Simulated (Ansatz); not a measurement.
`O[SiH](O)[SiH2]F` + HCl → `O[SiH](Cl)[SiH2]F` + H₂O  (ligand exchange at the Si–O bond)

Program: Ansatz. Geometries: PBE0-D4/def2-TZVP. ΔE: electronic, gas phase. CBS: MP2 limit from def2 TZ/QZ plus the TZ coupled-cluster correction, frozen cores. This one scheme is used for every species. DFT in def2-TZVPP. B3LYP here is the variant with VWN-RPA as its local correlation; programs differ in this. HSE06 is defined as in plane-wave codes. Each species was taken in one conformer, which may not be the lowest.

```json
{"level": "LDA (SPW92)", "ΔE (kJ/mol)": "0.9", "difference from CCSD(T)/CBS": "3.6"}
{"level": "PBE-D4", "ΔE (kJ/mol)": "-7.1", "difference from CCSD(T)/CBS": "-4.4"}
{"level": "revPBE-D4", "ΔE (kJ/mol)": "-8.7", "difference from CCSD(T)/CBS": "-6.0"}
{"level": "BLYP-D4", "ΔE (kJ/mol)": "-0.3", "difference from CCSD(T)/CBS": "2.4"}
{"level": "r2SCAN-D4", "ΔE (kJ/mol)": "-2.3", "difference from CCSD(T)/CBS": "0.4"}
{"level": "B97M-V", "ΔE (kJ/mol)": "-0.3", "difference from CCSD(T)/CBS": "2.4"}
{"level": "PBE0-D4", "ΔE (kJ/mol)": "-6.7", "difference from CCSD(T)/CBS": "-4.0"}
{"level": "B3LYP-D4", "ΔE (kJ/mol)": "0.1", "difference from CCSD(T)/CBS": "2.8"}
{"level": "r2SCANh-D4", "ΔE (kJ/mol)": "-2.5", "difference from CCSD(T)/CBS": "0.2"}
{"level": "r2SCAN0-D4", "ΔE (kJ/mol)": "-2.7", "difference from CCSD(T)/CBS": "0.0"}
{"level": "HSE06-D4", "ΔE (kJ/mol)": "-7.0", "difference from CCSD(T)/CBS": "-4.3"}
{"level": "CAM-B3LYP-D4", "ΔE (kJ/mol)": "5.8", "difference from CCSD(T)/CBS": "8.5"}
{"level": "ωB97M-V", "ΔE (kJ/mol)": "-0.5", "difference from CCSD(T)/CBS": "2.2"}
{"level": "B2PLYP", "ΔE (kJ/mol)": "2.9", "difference from CCSD(T)/CBS": "5.6"}
{"level": "PBE-QIDH", "ΔE (kJ/mol)": "-3.0", "difference from CCSD(T)/CBS": "-0.3"}
{"level": "PBE", "ΔE (kJ/mol)": "-5.2", "difference from CCSD(T)/CBS": "-2.5"}
{"level": "r2SCAN", "ΔE (kJ/mol)": "-1.9", "difference from CCSD(T)/CBS": "0.8"}
{"level": "PBE0", "ΔE (kJ/mol)": "-4.9", "difference from CCSD(T)/CBS": "-2.2"}
{"level": "B3LYP", "ΔE (kJ/mol)": "3.4", "difference from CCSD(T)/CBS": "6.1"}
{"level": "r2SCANh", "ΔE (kJ/mol)": "-2.0", "difference from CCSD(T)/CBS": "0.7"}
{"level": "r2SCAN0", "ΔE (kJ/mol)": "-2.1", "difference from CCSD(T)/CBS": "0.6"}
{"level": "HSE06", "ΔE (kJ/mol)": "-5.2", "difference from CCSD(T)/CBS": "-2.5"}
{"level": "BHLYP", "ΔE (kJ/mol)": "5.1", "difference from CCSD(T)/CBS": "7.8"}
{"level": "CAM-B3LYP", "ΔE (kJ/mol)": "7.8", "difference from CCSD(T)/CBS": "10.5"}
{"level": "LC-ωPBE", "ΔE (kJ/mol)": "0.7", "difference from CCSD(T)/CBS": "3.4"}
{"level": "RPA@PBE/def2-TZVPP", "ΔE (kJ/mol)": "5.8", "difference from CCSD(T)/CBS": "8.5"}
{"level": "HF/def2-SVP", "ΔE (kJ/mol)": "1.8", "difference from CCSD(T)/CBS": "4.5"}
{"level": "MP2/def2-SVP", "ΔE (kJ/mol)": "2.2", "difference from CCSD(T)/CBS": "4.9"}
{"level": "CCSD/def2-SVP", "ΔE (kJ/mol)": "3.9", "difference from CCSD(T)/CBS": "6.6"}
{"level": "CCSD(T)/def2-SVP", "ΔE (kJ/mol)": "3.5", "difference from CCSD(T)/CBS": "6.2"}
{"level": "HF/def2-TZVPP", "ΔE (kJ/mol)": "6.4", "difference from CCSD(T)/CBS": "9.1"}
{"level": "MP2/def2-TZVPP", "ΔE (kJ/mol)": "-0.7", "difference from CCSD(T)/CBS": "2.0"}
{"level": "SCS-MP2/def2-TZVPP", "ΔE (kJ/mol)": "2.9", "difference from CCSD(T)/CBS": "5.6"}
{"level": "CCSD/def2-TZVPP", "ΔE (kJ/mol)": "4.7", "difference from CCSD(T)/CBS": "7.4"}
{"level": "CCSD(T)/def2-TZVPP", "ΔE (kJ/mol)": "3.4", "difference from CCSD(T)/CBS": "6.1"}
{"level": "HF/def2-QZVPP", "ΔE (kJ/mol)": "6.5", "difference from CCSD(T)/CBS": "9.2"}
{"level": "MP2/def2-QZVPP", "ΔE (kJ/mol)": "-4.2", "difference from CCSD(T)/CBS": "-1.5"}
{"level": "HF/CBS(def2)", "ΔE (kJ/mol)": "6.5", "difference from CCSD(T)/CBS": "9.2"}
{"level": "MP2/CBS(def2)", "ΔE (kJ/mol)": "-6.8", "difference from CCSD(T)/CBS": "-4.1"}
{"level": "CCSD/CBS(def2)", "ΔE (kJ/mol)": "-1.4", "difference from CCSD(T)/CBS": "1.3"}
{"level": "CCSD(T)/CBS", "ΔE (kJ/mol)": "-2.7", "difference from CCSD(T)/CBS": "0"}
```

Largest T1 diagnostic among the species: 0.012.

In def2-TZVPP, CCSD(T) changes the Hartree–Fock value by −3.1 kJ/mol (the triples alone add −1.3 kJ/mol) and MP2 by −7.1 kJ/mol. The D4 term adds −3.3 kJ/mol with B3LYP and −1.8 kJ/mol with PBE0; it sums over pairs of atoms, weighted by their polarisabilities, and B3LYP, whose exchange is more repulsive, gets the larger term.

CCSD(T)/CBS has its own doubt, a few kJ/mol and more with outer-core shells, so smaller differences from it don't rank the levels.
